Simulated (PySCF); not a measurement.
C3H9B, SMILES CB(C)C (connectivity only; charge and spin as stated), charge +1, multiplicity 2. Atoms are numbered in the order given.

```xyz
13

B      0.1343    -0.0151     0.0000
C     -0.8898     0.0020     1.2542
H     -0.5956    -0.9682     1.7027
H     -0.4631     0.8836     1.7751
H     -1.9761     0.0825     1.1559
C      1.6527    -0.0078     0.0000
H      2.0896    -0.4743    -0.8974
H      1.9809     1.0511     0.0000
H      2.0896    -0.4743     0.8974
C     -0.8898     0.0020    -1.2542
H     -0.4631     0.8836    -1.7751
H     -0.5956    -0.9682    -1.7027
H     -1.9761     0.0825    -1.1559
```
Charge +1, spin multiplicity 2.

Coordinates come from a PBE0-D3(BJ)/def2-SVP optimisation. The multiplicity is an assumed one; other spin states were not compared. The isomer is the one that the SMILES or the coordinates give; other isomers of the formula were not compared.

All values below come from PySCF with M06-2X/def2-TZVP.

ESP charges are fitted to the potential on shells at 1.4 to 2.0 van der Waals radii. Atomic charges (e):

```tsv
atom	ESP fit	Mulliken	meta-Löwdin	Mulliken spin
B1	0.66	0.12	[?]	0.19
C2	-0.56	-0.35	[?]	0.36
H3	0.26	0.22	[?]	0.02
H4	0.25	0.22	[?]	0.02
H5	0.25	0.21	[?]	-0.01
C6	-0.77	-0.36	[?]	0.00
H7	0.24	0.20	[?]	0.01
H8	0.24	0.21	[?]	0.00
H9	0.24	0.20	[?]	0.01
C10	-0.56	-0.35	[?]	0.36
H11	0.25	0.22	[?]	0.02
H12	0.26	0.22	[?]	0.02
H13	0.25	0.21	[?]	-0.01
```

Problem. What belongs in the gaps? (Estimate from the structure and the level; the computed values follow.)

Solution. 
- B1, meta-Löwdin: 0.39
- C2, meta-Löwdin: -0.32
- H3, meta-Löwdin: 0.21
- H4, meta-Löwdin: 0.21
- H5, meta-Löwdin: 0.18
- C6, meta-Löwdin: -0.47
- H7, meta-Löwdin: 0.17
- H8, meta-Löwdin: 0.19
- H9, meta-Löwdin: 0.17
- C10, meta-Löwdin: -0.32
- H11, meta-Löwdin: 0.21
- H12, meta-Löwdin: 0.21
- H13, meta-Löwdin: 0.18

Computed Mayer and Wiberg (Löwdin basis) orders of the bonds:
```json
[
 {"bond": "B1–C2", "Mayer": "0.85", "Wiberg": "1.16"},
 {"bond": "C2–H3", "Mayer": "0.87", "Wiberg": "0.79"},
 {"bond": "C2–H4", "Mayer": "0.87", "Wiberg": "0.79"},
 {"bond": "C2–H5", "Mayer": "0.95", "Wiberg": "0.88"},
 {"bond": "B1–C6", "Mayer": "1.17", "Wiberg": "1.44"},
 {"bond": "C6–H7", "Mayer": "0.92", "Wiberg": "0.82"},
 {"bond": "C6–H8", "Mayer": "0.88", "Wiberg": "0.80"},
 {"bond": "C6–H9", "Mayer": "0.92", "Wiberg": "0.82"},
 {"bond": "B1–C10", "Mayer": "0.85", "Wiberg": "1.16"},
 {"bond": "C10–H11", "Mayer": "0.87", "Wiberg": "0.79"},
 {"bond": "C10–H12", "Mayer": "0.87", "Wiberg": "0.79"},
 {"bond": "C10–H13", "Mayer": "0.95", "Wiberg": "0.88"}
]
```
